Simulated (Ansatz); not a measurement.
GeH5O2P, SMILES `O[P](O)[GeH3]`. Total charge 0; spin multiplicity 1. Geometry: relaxed with PBE0-D4/def2-TZVP. It is one conformer, not always the lowest.

```xyz
9

O     1.573    0.871    0.170
P     0.088    0.817    0.899
O    -0.837    1.771   -0.059
Ge   -0.443   -1.288    0.004
H     2.143    1.510    0.609
H    -0.811    1.542   -0.996
H     0.568   -2.353    0.453
H    -1.854   -1.699    0.455
H    -0.428   -1.171   -1.536
```

(1) What is the dipole moment at B3LYP/def2-TZVPP? (Best estimate.)

(2) And with PBE, r2SCAN, ωB97M-V? (Estimate.)

(3) Give the Mulliken charges with B3LYP, r2SCAN, ωB97M-V in def2-TZVPP. (An estimate is asked.)

## Answers

(1) Computed: 1.06 D, with components (0.90, 0.19, -0.51) D in this frame, pointing from negative to positive charge.

(2) The calculation gave: PBE 1.16 D, r2SCAN 1.17 D, ωB97M-V 1.04 D.

(3) Computed: 
```csv
atom,B3LYP,r2SCAN,ωB97M-V
O1,-0.36,-0.37,-0.35
P2,0.29,0.23,0.28
O3,-0.36,-0.36,-0.35
Ge4,0.09,0.12,0.00
H5,0.19,0.21,0.18
H6,0.19,0.21,0.19
H7,-0.01,-0.01,0.02
H8,-0.01,-0.01,0.01
H9,-0.02,-0.02,0.01
```

B3LYP here is the variant with VWN-RPA as its local correlation; programs differ in this.
